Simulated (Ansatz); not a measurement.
This geometry of BH3 + BrH (6 atoms, charge 0, multiplicity 1) is a first-order saddle point.

Theory: RKS B3LYP/def2-SVP in Ansatz 0.2.0.

```xyz
6
Properties=species:S:1:pos:R:3
B 0.008 -0.108 0.124
H 0.001 0.282 1.324
H 1.069 0.058 -0.403
H -1.068 -0.014 -0.392
Br 0.086 -2.386 0.744
H 0.040 -0.918 1.393
```

Problem. Which two structures does it join? (They come from a converged band through this point; their orientation in space is the band's.)

Solution. Bonds broken: B1–H2, Br5–H6. Bonds formed: B1–Br5, H2–H6. BH3 + BrH becomes BBrH2 + H2.

First end point:

```xyz
6
Properties=species:S:1:pos:R:3
B -0.004 0.221 -0.042
H -0.011 0.683 1.073
H 1.039 0.146 -0.641
H -1.048 0.076 -0.626
Br 0.086 -2.278 0.818
H 0.075 -1.933 2.206
```

Last end point:

```xyz
6
Properties=species:S:1:pos:R:3
B 0.020 -0.588 -0.617
H 0.004 0.403 2.607
H 1.059 0.011 -0.648
H -1.058 -0.063 -0.637
Br 0.086 -2.491 -0.549
H 0.027 -0.357 2.633
```

Problem. How far does it lie above each of them?

Solution. 0.294 eV above the first and 0.867 eV above the second. This is the barrier of this one path; another mechanism may lie lower. The orbitals stay closed-shell, which can raise the energy where a bond breaks towards radicals; this wasn't checked here.

Run time: 73 s on 1 thread of Intel(R) Xeon(R) Platinum 8488C (Sapphire Rapids), with other jobs on the host, peak memory 0.13 GiB.
